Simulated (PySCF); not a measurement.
Input and output of a TDDFT job on chloromethylfluorosilane, `F[SiH2]CCl`.

Method: TDDFT B3LYP/def2-SVPD, vertical, gas phase, core orbitals frozen in the response (PySCF 2.14.0, density-fitted response routines).

Input of the driver that calls PySCF (job settings, then Cartesian coordinates in Å):

```
{"job": {"kind": "uv", "xc": "B3LYP", "basis": "def2-SVPD", "nstates": 8, "ntriplets": 3}, "charge": 0, "multiplicity": 1}
F      1.5585    -1.3147    -0.5055
Si     0.9398     0.0251     0.1420
C     -0.9354    -0.0853    -0.1817
Cl    -1.7467     1.3602     0.4912
H      1.2345    -0.0461     1.5618
H      1.5356     1.1312    -0.5855
H     -1.1805    -0.1125    -1.2422
H     -1.3967    -0.9483     0.2954
```

Output:

```
coarse grid: 7904 points
cycle   1  E = -889.6624461654  dE =  1.435e-01  |g| = 5.218e-01  |ddm| = 3.205e+00
cycle   2  E = -889.5826099840  dE =  7.984e-02  |g| = 8.900e-01  |ddm| = 1.278e+00
cycle   3  E = -889.7118897177  dE = -1.293e-01  |g| = 6.244e-02  |ddm| = 7.285e-01
cycle   4  E = -889.7127774475  dE = -8.877e-04  |g| = 1.848e-02  |ddm| = 1.118e-01
cycle   5  E = -889.7128627148  dE = -8.527e-05  |g| = 4.504e-03  |ddm| = 3.161e-02
cycle   6  E = -889.7128676421  dE = -4.927e-06  |g| = 1.568e-03  |ddm| = 8.290e-03
final grid: 67976 points
cycle   7  E = -889.8125853568  dE = -8.492e-06  |g| = 5.254e-03  |ddm| = 2.749e-02
cycle   8  E = -889.8125756071  dE =  9.750e-06  |g| = 8.071e-03  |ddm| = 1.370e-02
cycle   9  E = -889.8125923888  dE = -1.678e-05  |g| = 3.237e-04  |ddm| = 8.530e-03
cycle  10  E = -889.8125924120  dE = -2.328e-08  |g| = 1.094e-04  |ddm| = 5.239e-04
cycle  11  E = -889.8125924139  dE = -1.894e-09  |g| = 4.282e-05  |ddm| = 1.328e-04
cycle  12  E = -889.8125924143  dE = -3.693e-10  |g| = 7.765e-06  |ddm| = 4.935e-05
converged SCF energy = -889.8125924143

Static polarisability (au): isotropic 52.480, principal 46.535 49.461 61.446

Singlet excitations
state   eV       nm        f      main configurations
  1   6.4222    193.1   0.01271   H->L 0.97
  2   6.8148    181.9   0.00549   H-1->L 0.95
  3   7.2229    171.7   0.00166   H->L+1 0.95
  4   7.5765    163.6   0.00214   H-1->L+1 0.93
  5   7.6091    162.9   0.00280   H->L+2 0.92
  6   7.9812    155.3   0.00937   H-1->L+2 0.85
  7   8.0354    154.3   0.00682   H-2->L 0.94
  8   8.4639    146.5   0.09130   H->L+3 0.93

Triplet excitations (Tamm-Dancoff, eV): 5.8861 6.2693 6.8898
```

The SCF starts on a coarse grid; the energy jumps when the final grid takes over, and dE counts afresh there. The run used 126 basis functions and 12 SCF iterations for the ground state.

Time: 5.5 s. Hardware: one thread, x86-64 server, shared host.

Task: What transition dipole does the oscillator strength of state 8, the strongest, imply?

Result: From f = (2/3)·ΔE·|μ|² in atomic units, ΔE = 0.3110 Eh and f = 0.0913 give |μ| = 0.66 au (1.69 D).

One conformer (not necessarily the lowest) at the GFN2-xTB geometry, without solvent, vibrations or thermal averaging.
